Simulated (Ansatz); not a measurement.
`B[SiH](B)[SiH2]C` + `S[SiH](Cl)Cl` → `C[SiH2]S[SiH](Cl)Cl` + `B[SiH2]B`  (cleavage of the Si–Si bond)

Isolated molecules relaxed with PBE0-D4/def2-TZVP in Ansatz; ΔE leaves out vibrations. CBS: MP2 limit from def2 TZ/QZ plus the TZ coupled-cluster correction, frozen cores. DFT in def2-TZVPP. B3LYP here is the variant with VWN-RPA as its local correlation; programs differ in this. Each species was taken in one conformer, which may not be the lowest.

Is it downhill or uphill in electronic energy at CCSD(T)/CBS, and by how much? (Estimate.)

Computed: Downhill: ΔE = -54.6 kJ/mol.

What do these levels give: r2SCAN-D4, PBE0-D4, B3LYP-D4, ωB97X-V, ωB97M-V, B2PLYP, PBE, B3LYP, SCS-MP2/def2-TZVPP, CCSD/def2-TZVPP, HF/def2-QZVPP, MP2/CBS(def2)? (Best estimate.)

Computed: r2SCAN-D4 -45.7, PBE0-D4 -44.6, B3LYP-D4 -53.1, ωB97X-V -55.6, ωB97M-V -56.8, B2PLYP -51.9, PBE -33.6, B3LYP -46.6, SCS-MP2/def2-TZVPP -60.8, CCSD/def2-TZVPP -53.9, HF/def2-QZVPP -69.9, MP2/CBS(def2) -62.0 kJ/mol.

Largest T1 diagnostic among the species: 0.015.

From PBE to PBE0 (25 % exact exchange), in def2-TZVPP and without D4, ΔE moves by −7.4 kJ/mol. The D4 term adds −6.5 kJ/mol with B3LYP and −3.6 kJ/mol with PBE0; it sums over pairs of atoms, weighted by their polarisabilities, and B3LYP, whose exchange is more repulsive, gets the larger term.
